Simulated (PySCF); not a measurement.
C2H7BFNO, SMILES CNB(F)OC. Atoms are numbered in the order given.

```xyz
13

B      0.4562     0.0485     0.0000
F      1.6715    -0.5409     0.0000
N     -0.7087    -0.7573     0.0000
C     -0.7290    -2.2066     0.0000
H     -1.6272    -0.3134     0.0000
H     -1.2374    -2.6239    -0.8979
H     -1.2374    -2.6239     0.8979
H      0.3111    -2.5828     0.0000
O      0.4526     1.4219     0.0000
C     -0.7571     2.1426     0.0000
H     -1.3756     1.9264     0.9026
H     -0.5261     3.2266     0.0000
H     -1.3756     1.9264    -0.9026
```

Geometry: PBE-D3(BJ)/def2-SVP. This is a generated structure with no PubChem entry under its InChIKey; it may be hypothetical. Other conformers were not sampled.

Computed with PBE-D3(BJ)/def2-SVP (PySCF).

No scaling factor is applied to the harmonic values.

| mode | ν (cm⁻¹) | IR (km/mol) | moving atoms (share of kinetic energy) |
|---|---|---|---|
| 1 | 101 | 0.3 | H 65 %, C 15 %, N 11 % |
| 2 | 127 | 0.1 | H 83 %, O 9 % |
| 3 | 142 | 1.1 | H 62 %, N 21 % |
| 4 | 179 | 1.1 | C 49 %, H 29 %, F 11 % |
| 5 | 185 | 0.3 | O 36 %, H 28 %, N 18 %, F 10 %, C 9 % |
| 6 | 258 | 0.7 | C 33 %, F 29 %, H 20 %, N 11 % |
| 7 | 453 | 9.9 | F 37 %, C 19 %, O 16 %, N 13 %, H 9 % |
| 8 | 520 | 4.0 | O 39 %, C 15 %, H 14 %, N 13 %, F 11 % |
| 9 | 524 | 65.1 | H 91 % |
| 10 | 627 | 41.6 | B 81 % |
| 11 | 764 | 6.7 | F 31 %, N 29 %, H 14 %, O 14 %, C 12 % |
| 12 | 1060 | 52.3 | H 63 %, C 20 % |
| 13 | 1076 | 19.6 | C 31 %, O 23 %, H 20 %, N 12 %, B 11 % |
| 14 | 1107 | 0.0 | H 75 %, C 19 % |
| 15 | 1134 | 1.5 | H 48 %, C 26 %, N 14 %, O 9 % |
| 16 | 1136 | 0.2 | H 76 %, C 19 % |
| 17 | 1180 | 12.0 | H 46 %, C 24 %, N 15 %, O 8 % |
| 18 | 1290 | 148.5 | H 48 %, B 22 %, O 16 %, C 12 % |
| 19 | 1367 | 208.9 | H 43 %, B 34 %, C 11 % |
| 20 | 1407 | 128.5 | H 77 %, C 13 % |
| 21 | 1421 | 0.7 | H 97 % |
| 22 | 1422 | 34.8 | H 78 %, B 12 % |
| 23 | 1423 | 9.0 | H 97 % |
| 24 | 1429 | 11.3 | H 92 % |
| 25 | 1446 | 100.4 | H 69 %, B 17 % |
| 26 | 1544 | 381.0 | B 36 %, N 30 %, H 28 % |
| 27 | 2911 | 56.6 | H 97 % |
| 28 | 2937 | 80.6 | H 97 % |
| 29 | 2978 | 44.8 | H 90 %, C 10 % |
| 30 | 2995 | 38.0 | H 90 %, C 10 % |
| 31 | 3050 | 24.5 | H 91 %, C 9 % |
| 32 | 3083 | 5.1 | H 91 %, C 9 % |
| 33 | 3548 | 13.9 | H 93 % |
